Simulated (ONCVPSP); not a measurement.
Configuration tests for gold (Au) (ONCV)

gold, optimised norm-conserving Vanderbilt (ONCV), made with ONCVPSP 4.0.1 (PBE, fully relativistic). Core [Kr] 4d10, reference 4f14 5s2 5p6 5d10 (charge +1). Waves: 5s: rc 1.00 bohr, ncon 3, nbas 8, qcut 5.7 1/bohr, 1 projector; 5p: rc 1.20 bohr, ncon 4, nbas 8, qcut 5.8 1/bohr, 1 projector; 5d: rc 1.35 bohr, ncon 4, nbas 8, qcut 8.4 1/bohr, 2 projectors, debl 3 Ha; 4f: rc 0.65 bohr, ncon 4, nbas 8, qcut 27 1/bohr, local. Local part: the f channel. Core correction: Teter function, fcfact 1.75, rcfact 1.7.

Open shells are filled in proportion to 2j + 1.

Energies are relative to the spin-unpolarised reference configuration 4f14 5s2 5p6 5d10; without spin polarisation the order of configurations can differ from experiment. The f channel is local and has no spin–orbit splitting in the pseudo-atom.

```
  valence configuration  charge  ΔE all-electron (eV)  error AE − PS (meV)
  4f14 5s2 5p6 5d10 6s1       0                -9.427                  -85
       4f14 5s2 5p6 5d9      +2                21.229                 +0.2
4f14 5s2 5p6 5d10 6s0.5    +0.5                -5.645                  -47
```

Problem. What are ΔE and the potential's error for 4f14 5s2 5p6 5d8?

Solution. ΔE = 55.106 eV all-electron; the error (AE − PS) is +0.6 meV.

Note: ghosts flagged at negative energy: s at -1857.0 eV, s at -249.1 eV, p3/2 at -1184.0 eV, d5/2 at -329.7 eV, p1/2 at -1066.0 eV and 1 more; no localised positive-energy state flagged. A true bound ghost makes a file unfit for plane-wave use. The potential misses its own reference levels by up to 2.2 eV, so it is not fit for use.
